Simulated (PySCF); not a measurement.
Br5Nb, SMILES [Br][Nb+]([Br])([Br])([Br])[Br] (connectivity only; charge and spin as stated), charge +1, multiplicity 2.

Coordinates come from a B3LYP-D3(BJ)/def2-SVP optimisation. The spin state was assumed, not searched. The def2 effective core potentials stand for the cores of Nb; spin–orbit coupling is left out.

Method: TDA-PBE/def2-SVPD in PySCF.

Vertical excitations. 

```
state   energy (eV)  λ (nm)      f           main pairs
------  -----------  ------  -----  -------------------
root 1         0.95    1302  0.000  β HOMO−1→LUMO 100 %
root 2         1.05    1179  0.001   β HOMO−2→LUMO 99 %
root 3         1.24    1002  0.013     β HOMO→LUMO 88 %
root 4         1.40     887  0.000  β HOMO−3→LUMO 100 %
root 5         1.77     699  0.013   β HOMO−4→LUMO 92 %
root 6         2.13     581  0.000   β HOMO−5→LUMO 99 %
```
Unrestricted roots are not spin-pure.
